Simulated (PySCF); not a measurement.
**NMR data sheet: C₆H₉FSi**

| Property | Result |
| --- | --- |
| Formula | C6H9FSi |
| SMILES | CC1=C[SiH2]C(CF)=C1 |
| Point group of the computed structure | Cs |
| Degrees of unsaturation | 3 |
| Carbon signals | 6 |
| Proton signals | 5 |

Molfile (atoms numbered from 1):
```
C6H9FSi
     RDKit          3D

 17 17  0  0  0  0  0  0  0  0999 V2000
   -2.5120   -0.8455   -0.0299 C   0  0  0  0  0  0  0  0  0  0  0  0
   -1.2368   -0.0728    0.0337 C   0  0  0  0  0  0  0  0  0  0  0  0
   -1.1320    1.2538    0.2177 C   0  0  0  0  0  0  0  0  0  0  0  0
    0.6730    1.7659    0.2247 Si  0  0  0  0  0  4  0  0  0  0  0  0
    1.1443   -0.0500   -0.0487 C   0  0  0  0  0  0  0  0  0  0  0  0
    2.5273   -0.5755   -0.1730 C   0  0  0  0  0  0  0  0  0  0  0  0
    2.5665   -1.9384   -0.3720 F   0  0  0  0  0  0  0  0  0  0  0  0
    0.0307   -0.7889   -0.1139 C   0  0  0  0  0  0  0  0  0  0  0  0
   -2.5291   -1.6045    0.7526 H   0  0  0  0  0  0  0  0  0  0  0  0
   -2.5927   -1.3579   -0.9889 H   0  0  0  0  0  0  0  0  0  0  0  0
   -3.3731   -0.1930    0.0940 H   0  0  0  0  0  0  0  0  0  0  0  0
   -1.9994    1.8815    0.3385 H   0  0  0  0  0  0  0  0  0  0  0  0
    1.0801    2.6177   -0.8937 H   0  0  0  0  0  0  0  0  0  0  0  0
    1.1661    2.2795    1.5037 H   0  0  0  0  0  0  0  0  0  0  0  0
    3.0458   -0.1224   -1.0275 H   0  0  0  0  0  0  0  0  0  0  0  0
    3.1066   -0.3785    0.7380 H   0  0  0  0  0  0  0  0  0  0  0  0
    0.0276   -1.8589   -0.2653 H   0  0  0  0  0  0  0  0  0  0  0  0
  1  2  1  0
  2  3  2  0
  3  4  1  0
  4  5  1  0
  5  6  1  0
  6  7  1  0
  5  8  2  0
  8  2  1  0
  1  9  1  0
  1 10  1  0
  1 11  1  0
  3 12  1  0
  4 13  1  0
  4 14  1  0
  6 15  1  0
  6 16  1  0
  8 17  1  0
M  END
```

One conformer, non-relativistic, no solvent model, averaged over atoms made equivalent by symmetry, fast rotation or ring inversion. Coordinates at the GFN2-xTB level; PBE0/pcSseg-1 with gauge-including orbitals; PySCF 2.14.0 with density-fitted response routines.

Referencing at the same level of theory: TMS for 1H and 13C and 29Si; CFCl3 for 19F.

| carbon | δC, type | δH (multiplicity) | HMBC from (2–3 bonds) | span of the C tensor (ppm) |
| --- | --- | --- | --- | --- |
| C1 | 25.2, CH3 | 2.23 (s) | H17, H12 | 37 |
| C2 | 168.6, C | – | H17, H12, H13/H14, H9/H10/H11 | 242 |
| C3 | 121.8, CH | 5.63 (t) | H17, H13/H14, H9/H10/H11 | 188 |
| C5 | 152.3, C | – | H17, H15/H16, H12, H13/H14 | 198 |
| C6 | 88.1, CH2 | 5.68 (m) | H17, H13/H14 | 82 |
| C8 | 147.7, CH | 7.03 (m) | H15/H16, H12, H13/H14, H9/H10/H11 | 203 |

Other nuclei:
```csv
atoms,nucleus,environment,δ (ppm),σ (ppm)
H13/H14,1H,"hydrogen on a silicon bonded to 2 C, in a 5-membered ring",4.56,27.16
F7,19F,fluorine on an sp3 carbon,-245.5,416.4
Si4,29Si,"silicon bonded to 2 C, 2 H, in a 5-membered ring",-46.4,395.6
```

Carbon types of the structure: 2 × C, 2 × CH, 1 × CH2, 1 × CH3, leaving 2 H on heteroatoms. δC 168.6, 152.3: fully substituted alkene carbon. δC 147.7, 121.8: alkene CH; the olefinic region. δC 88.1: allylic sp3 CH2 bonded to F; pulled downfield by the heteroatom. δC 25.2: allylic methyl carbon; aliphatic region, no heteroatom directly attached. δH 2.23: hydrogen on an allylic methyl carbon; allylic position.

Splittings by 19F in the carbon and heteronuclear signals aren't shown, as no couplings were computed. Shifts are as computed. Against solution values, carbons near 30 ppm lie about +3 ppm off and those near 130 ppm about +5 ppm. Of 1309 compounds with measured shifts, 239 miss one by over three times the rms of a fit or turn the order of signals round; such compounds aren't used in these exercises. Unscaled 19F shifts against computed CFCl3 carry errors that often reach 10 to 50 ppm. No couplings were computed; multiplicities are counted from neighbouring protons, with m where these are inequivalent, close in shift, in a saturated or five-membered ring or joined by F or P, and br s for small geminal =CH2 splittings.
